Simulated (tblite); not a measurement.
C4H11NO3Si2.
Atom-mapped SMILES: `[CH2:1]=[N:2][SiH2:3][Si@H:4]([O:5][CH3:6])[C:7](=[O:8])[O:9][CH3:10]` (hydrogens: H11, H12 on C1; H13, H14 on Si3; H15 on Si4; H16, H17, H18 on C6; H19, H20, H21 on C10)

Structure optimised with GFN2-xTB, isolated species.

(1) Give the optimised bond lengths and angles.

Results:

(1) 
```csv
bond,length (Å)
C1=N2,1.248
N2–Si3,1.714
Si3–Si4,2.293
Si4–O5,1.622
O5–C6,1.400
Si4–C7,1.932
C7=O8,1.208
C7–O9,1.346
O9–C10,1.424
C1–H11,1.092
C1–H12,1.087
Si3–H13,1.467
Si3–H14,1.478
Si4–H15,1.476
"C6–H16, C6–H17, C6–H18",1.091
"C10–H19, C10–H20, C10–H21",1.090
```

Bonds in one row agree within 0.01 Å and their mean is given. A selection of angles:
```csv
angle,degrees
C1–N2–Si3,135.8
N2–Si3–Si4,101.9
Si3–Si4–O5,100.1
Si3–Si4–C7,111.1
O5–Si4–C7,109.8
Si4–O5–C6,131.0
Si4–C7–O8,126.6
Si4–C7–O9,111.0
O8–C7–O9,122.4
C7–O9–C10,117.0
```

Torsions: C1–N2–Si3–Si4 -112° (anticlinal); N2–Si3–Si4–O5 -174° (antiperiplanar); Si3–Si4–O5–C6 -176° (antiperiplanar); Si3–Si4–C7–O8 -26° (synperiplanar); Si4–C7–O9–C10 -179° (antiperiplanar).

The 4 C–O bonds span 1.208 Å (C7=O8, drawn double) to 1.424 Å (O9–C10, drawn single), a spread of 0.216 Å. Si3 (SiH2 silicon) is distorted tetrahedral (angles from 100.5° to 117.6°). Si4 (oxygen-bound silicon) is distorted tetrahedral (angles from 100.1° to 122.6°). O9 (oxygen singly bound to a carbonyl carbon) is bent (angle 117.0°). Of the pairs four or more bonds apart, O9···H18 is among the closest relative to their van der Waals radii: 2.46 Å, 90 % of the sum of Bondi's values.

Point group: C1 (no symmetry element, even within 0.4 Å). Its lowest GFN2-xTB frequency is 18i cm⁻¹, too small to tell a flat minimum from a shallow saddle. The numbers are those of one conformer. 3 starts were optimised and ended at 0.00, 0.24 and 0.64 kcal/mol (GFN2-xTB); the lowest of these is shown.

Time: 1.9 s wall. Hardware: one thread, Arm Neoverse V2 (aarch64), on a shared host. This is the geometry optimisation.

All values are computed, not measured.
